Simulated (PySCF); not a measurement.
Molecule: sum formula SiN₃H₈, charge 1, multiplicity 1. It need not be the lowest isomer of its formula. SMILES: N[SiH](N)[NH3+]
Structure (B3LYP-D3(BJ)/def2-TZVP (Ansatz) minimum search):
```xyz
12

N     -0.6083     1.5392     0.0861
Si    -0.1008    -0.0191     0.4234
N     -1.0170    -1.2072    -0.3400
N      1.5955    -0.2618    -0.4640
H     -1.1125     1.8100    -0.7444
H     -0.5811     2.2757     0.7747
H      0.3588    -0.1638     1.8091
H     -1.9991    -1.0486    -0.5152
H     -0.8164    -2.1953    -0.2924
H      1.4738    -0.2047    -1.4770
H      2.2606     0.4648    -0.1927
H      2.0357    -1.1621    -0.2640
```
Charge +1, spin multiplicity 1.

Dispersion corrections to the total energy (kcal/mol) from the dftd3 and dftd4 libraries through PySCF: D3(BJ) without and D4 with the three-body term, each with the damping fitted for the functional named.

```
functional      D3(BJ)          D4
----------  ----------  ----------
r2SCAN           -1.53       -1.10
B2PLYP           -4.33       -3.14
BP86             -8.48       -5.96
LC-wPBE     (withheld)       -5.01
CAM-B3LYP        -4.17  (withheld)
BLYP            -11.41  (withheld)
revPBE          -13.60      -14.33
```

Some entries are withheld; supply them.


- LC-wPBE, D3(BJ): -5.04
- CAM-B3LYP, D4: -3.80
- BLYP, D4: -10.04
